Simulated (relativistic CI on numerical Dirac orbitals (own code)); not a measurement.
Computed by Dirac-Coulomb-Breit CI, KLI orbitals optimised for each configuration, a model potential for QED, unscaled Slater integrals (own radial code, finite nucleus).

The strongest absorption lines from the ground level of an ion, among the configurations computed and to levels below about 1230 eV (vacuum wavelength in nm, gf): 1.7149 (0.8), 1.7339 (0.77), 1.7411 (1.1), 1.8305 (0.045), 1.9769 (0.21), 3.1813 (0.77), 3.2173 (0.38), 3.4904 (0.04).

Question: Which ion is it?
A. Pb⁶⁵⁺
B. Hf⁵⁵⁺
C. Ir⁶⁰⁺
D. Ho⁵⁰⁺

Answer: C. Ir⁶⁰⁺ has 17 electrons and the ground level 3s²3p⁵ ²P°3/2; the strongest line goes to 3s²3p⁴3d ²D5/2. The pattern of lines fixes the number of electrons, and along that sequence the line energies rise steadily with the charge (about as its square where n changes within one kind of shell, about linearly where n is kept but much faster in heavy ions where fine structure, which grows about as Z⁴, sets the gap, and irregularly where shells cross), which fixes Z. Configurations outside the model, such as inner-shell arrays, can give stronger lines. At this charge energies of transitions that change n are usually good to better than 1 %, and those within a shell (Δn = 0) to a few per cent.

LS names give the leading component of a level, which can be under half, so a name can repeat, a term be missing and a line seem to break the LS rules.
